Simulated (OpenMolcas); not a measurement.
# 4f ions of charge +2 along the row

```
Program             : OpenMolcas
Method              : CASSCF
Basis               : ANO-R2
Scalar Hamiltonian  : X2C, finite nucleus
Spin-orbit coupling : RASSI with atomic mean-field integrals over the reference wave functions, term energies averaged over their components
```

Active space: the 4f shell.

ζ = ±2S·A comes from the whole width of the ground multiplet by E(J) = (A/2) J(J+1), where its levels are at least 85 % pure. Energies in cm-1.

```tsv
Ion	Configuration	Lowest level	Weight (%)	g	g, pure LS	Next level	E	E measured	ζ	ζ measured
Pr2+	4f3	4I* 9/2	98	0.730	0.727	4I* 11/2	1472	1398	738	685
Pm2+	4f5	6H* 5/2	97	0.291	0.284	6H* 7/2	840		1001	
Dy2+	4f10	5I8	95	1.244	1.251	5I7	4322		1798	
Ho2+	4f11	4I* 15/2	98	1.198	1.200	4I* 13/2	5542	5439
```

Measured columns use the levels in Martin, Zalubas and Hagan, Atomic Energy Levels: The Rare-Earth Elements, NSRDS-NBS 60 (1978); the list in Maison, Palmeri and Quinet, J. Phys. B 58, 015001 (2025) (Pr2+); Martin, Zalubas and Hagan, Atomic Energy Levels: The Rare-Earth Elements, NSRDS-NBS 60 (1978); whole-number values converted from NIST levels in rydberg listed in Nahar, Atoms 12, 24 (2024) (Ho2+).

The computed ζ goes from 738 (Pr2+) to 1798 cm-1 (Dy2+), a factor of 2.44, rising at every step.

High states are left out of the spin-orbit mixing, which shifts the levels that they would mix with. Without dynamic correlation excited terms often stand tens of per cent too high (terms of higher spin than the ground term too low), and those without a measured partner can miss by more than the paired ones. Terms from blocks run as CI alone lack orbitals of their own. Some levels mix across a computed gap that differs much from the measured one, so their mixing is not that of the real levels (holds for Pr2+; Ho2+). Measured partners are found by configuration, term and J. A level has none where our copy of the source lacks it or the pairing is in doubt (some pairs that miss far off the trend of their configuration count as doubtful), and it then counts in no deviation. Levels of configurations outside the active space are missing.

* marks odd parity.
